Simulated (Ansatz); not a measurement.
`[NH2][GeH2][SnH3]` + H₂ → `[SnH4]` + `[NH2][GeH3]` at 700 K and 1 bar (hydrogenolysis of the Sn–Ge bond).

Calculated with Ansatz (gas phase, PBE0-D4/def2-TZVP geometries, no zero-point term in ΔE). CCSD(T)/CBS is the MP2 limit (def2-TZVPP, def2-QZVPP) plus CCSD(T) − MP2 in def2-TZVPP, frozen cores. This one scheme is used for every species. Elements past krypton have def2 core potentials. For Ge, Sn outer-core shells are correlated without core-valence functions, which leaves a few kJ/mol of doubt a bond. Scalar relativity is left out up to krypton. Each species was taken in one conformer, which may not be the lowest.

```
            species  CCSD(T)/CBS energy (Eh)  H − E (kJ/mol)  S (J/(mol·K))
`[NH2][GeH2][SnH3]`              -2349.04588           242.5          486.2
                 H₂                 -1.17544            46.8          155.3
           `[SnH4]`               -216.39156           106.0          282.9
      `[NH2][GeH3]`              -2133.81884           177.8          349.1
```

H − E and S are ideal-gas, rigid-rotor, harmonic terms from PBE0-D4/def2-TZVP, for one conformer and one mirror image of each species. For small species the MP2-based limit differs from directly extrapolated CCSD(T) by up to some mEh (0.8 for H₂); such offsets cancel only in part. 1 Eh = 2625.50 kJ/mol, R = 8.31446 J/(mol·K).

Task: By hand: ΔE, ΔH, ΔS and ΔG.

Result: ΔE = (-216.39156) + (-2133.81884) − (-2349.04588) − (-1.17544) = 0.01092 Eh = 28.7 kJ/mol. Δ(H − E) = 106.0 + 177.8 − 242.5 − 46.8 = -5.5, so ΔH = 23.2 kJ/mol. ΔS = 282.9 + 349.1 − 486.2 − 155.3 = -9.5 J/(mol·K). ΔG = 23.2 − 700 × (-9.5)/1000 = 29.9 kJ/mol.

Task: By hand: the equilibrium constant, and the temperature at which ΔG would vanish if ΔH and ΔS stayed fixed.

Result: log₁₀ K = −ΔG/(RT ln 10) = -2.2. ΔH and −TΔS have one sign here, so there is no such temperature.

The number of gas molecules stays the same, so ΔS is small and ΔH decides. A doubt of 5 kJ/mol in ΔE shifts log₁₀ K by 0.4 here. Other conformers and mirror images would add mixing entropy, several J/(mol·K) or more a flexible species. Modes under 60 cm⁻¹, often nearly free rotors, make the harmonic entropy too high. These are equilibria of isolated gas molecules and say nothing of rates. Largest T1 diagnostic: 0.013 (customary marks: 0.02 for closed shells, 0.045 for open ones).

ΔS is within the doubt of such terms, so its sign, and with it that verdict, could turn.
